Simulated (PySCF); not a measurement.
SiCl2, SMILES [Si](Cl)Cl (connectivity only; charge and spin as stated), neutral, multiplicity 1. Geometry: PBE0-D3(BJ)/def2-TZVP. The isomer is the one that the SMILES or the coordinates give; other isomers of the formula were not compared.

TDDFT-ωB97X/def2-SVPD (PySCF) puts the lowest singlet excitations at 3.87, 5.34, 6.17, 6.78, 6.80, 7.11 eV.

Problem. What are the lowest excitation roots from ADC(2)/aug-cc-pVDZ (PySCF)? (An estimate is asked for; the answer gives what the named calculation found.)

Solution. 3.96, 5.24, 5.94, 6.76, 6.83, 6.88 eV. S1 differs by 0.09 eV (second minus first; roots are paired by order, and the bases may differ).
